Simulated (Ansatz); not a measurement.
Ideal-gas functions of `N[Si]([SiH3])Cl` radical at 500 K and 1 bar, from an Ansatz frequency run at PBE0-D4/def2-TZVP.

Molar mass 110.67 g/mol, point group C1 (symmetry number 1), electronic degeneracy 2, moments of inertia 115.706, 239.575, 329.356 u Å². Harmonic wavenumbers (cm⁻¹, unscaled): 92, 106, 148, 174, 255, 371, 388, 490, 510, 533, 802, 842, 874, 930, 933, 1567, 2204, 2217, 2235, 3588, 3690.

Use S(trans) = R[1.5 ln M + 2.5 ln T − 1.1517]; rotational temperatures θ = 24.2544 K / I; S(rot) = R[ln(√π/σ · √(T³/θAθBθC)) + 1.5]; for each mode x = 1.438777 ν̃/T, S = R[x/(eˣ − 1) − ln(1 − e⁻ˣ)] and H = RT x/(eˣ − 1); 1 cm⁻¹ = 0.0119627 kJ/mol; R = 8.31446 J/(mol·K).

Q: By hand: the entropy, in J/(mol·K).

A: Translation 178.3. Rotation: θ = 0.2096, 0.1012, 0.0736 K, giving 121.6. Vibration, mode by mode: 19.39, 18.22, 15.47, 14.15, 11.07, 8.15, 7.82, 6.11, 5.83, 5.53, 2.99, 2.73, 2.54, 2.24, 2.22, 0.51, 0.11, 0.10, 0.10, 0.00, 0.00, in all 125.3. Electronic 5.8. Sum 431.0 J/(mol·K).

Q: By hand: H − E and G − E in kJ/mol, counted from the electronic energy.

A: Zero-point energy ½ × 22949 × 0.0119627 = 137.3; thermal vibration 31.5; translation, rotation and pV give 4 RT = 16.6. H − E = 185.4 kJ/mol, and G − E = 185.4 − 500 × 431.0/1000 = -30.1 kJ/mol.

Vibration gives 29 % of the entropy, 53.1 J/(mol·K) of it from the modes under 150 cm⁻¹: soft modes count most, and the harmonic formula is weakest for them. The sum counts one conformer and one mirror image; others add a mixing term.
